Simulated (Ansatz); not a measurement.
The cluster TiS2 (the lowest singlet isomer of a short search). The state is a singlet with charge 0. Geometry PBE0-D4/def2-TZVP, basis def2-TZVP, Ansatz.

```csv
atom,x (Å),y (Å),z (Å)
Ti1,0.605,-0.451,0.056
S2,-0.782,-0.220,1.568
S3,0.177,0.671,-1.624
```

```tsv
run	HOMO (eV)	LUMO (eV)
A	-8.84	-1.27
B	-5.59	-4.16
C	-6.22	-3.63
D	-6.67	-3.23
```

The structure comes from a short search, and lower isomers may exist.

**Question.** The runs used PBE, PBE0, r2SCANh, ωB97X-V. Estimate which is which.

**Answer.** A ωB97X-V (range-separated); B PBE (0 % exact exchange); C r2SCANh (10 % exact exchange); D PBE0 (25 % exact exchange). Exact exchange lowers occupied and raises empty levels; among semilocal functionals meta-GGAs tend to open the gap a little, and such runs are hard to tell apart. The gap grows from 1.42 eV (PBE) to 7.57 eV (ωB97X-V).
